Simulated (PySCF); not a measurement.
chlorosilylboronic acid (BClH₄O₂Si), SMILES [SiH2](B(O)O)Cl.

Geometry: B3LYP-D3(BJ)/def2-SVP. The values are those of a single conformer.

Two levels are set side by side: TDDFT-PBE/def2-SVPD (PySCF) and TDDFT-CAM-B3LYP/def2-SVPD (PySCF). Vertical, same geometry. The lowest singlet is HOMO→LUMO 99 % with PBE and HOMO→LUMO 90 % with the other functional; states are paired by order. Differences are taken from unrounded values.

```
quantity                              TDDFT-CAM-B3LYP
------------------------------------  ---------------
lowest singlet excitation (eV)                   6.32
lowest triplet excitation (TDA) (eV)             5.52
```

Task: What does TDDFT-PBE give, and how far is it from TDDFT-CAM-B3LYP? (Estimate from the structure and the level; the computed values follow.)

Result: 
```json
[
 {"quantity": "lowest singlet excitation (eV)", "TDDFT-PBE": "5.47", "TDDFT-PBE minus TDDFT-CAM-B3LYP": "-0.85"},
 {"quantity": "lowest triplet excitation (TDA) (eV)", "TDDFT-PBE": "5.01", "TDDFT-PBE minus TDDFT-CAM-B3LYP": "-0.51"}
]
```

A lower first singlet is the usual sign of a functional without exact exchange. Differences between two approximate levels are no errors against the true value.

Rough cost on one machine, each run with all the roots and properties that it gave: TDDFT-CAM-B3LYP against TDDFT-PBE about 7 times.
